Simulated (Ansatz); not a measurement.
Harmonic frequencies (cm⁻¹) at PBE0-D4/def2-TZVP from Ansatz: 33, 154, 261, 275, 305, 513, 650, 860, 983.

Problem. Which molecule is it?
A. `[NH2][Mg]`•
B. `[O][Si](F)(Cl)Cl`•
C. `[CH3][Ga][Cl]`•
D. `F[SiH2][S]`•

Solution. B.
